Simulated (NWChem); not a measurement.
Species: C₃H₇NSi; SMILES N[C@H]1C=C[SiH2]1

```xyz
12

N      0.4899    -1.9597     0.2419
C      0.0268    -0.7792    -0.4686
C     -1.3029    -0.1236    -0.0691
C     -1.0740     1.1882     0.2156
Si     0.7722     0.9615    -0.0338
H     -0.1225    -2.7643     0.0475
H      0.4442    -1.8063     1.2577
H      0.0571    -0.9843    -1.5625
H     -2.2718    -0.6654    -0.0199
H     -1.8184     1.9479     0.4968
H      1.5074     1.7694    -1.0768
H      1.6033     0.9676     1.2250
```
Atoms are numbered in this order, from 1.

All runs: NWChem. Pople sets run with spherical d functions. STO-3G and 3-21G are far too small for this property and stand as cheap habits. Structure relaxed at the PBE-D3(BJ)/def2-SVP level. No frequency run checked for a minimum. Field at 589 nm.

Problem. Order these by “isotropic polarisability (bohr³)”, lowest first: B3LYP/STO-3G; B3LYP/def2-SVP; B3LYP/6-31G*.

Solution. B3LYP/STO-3G (33.2), B3LYP/6-31G* (60.7), B3LYP/def2-SVP (64.2)
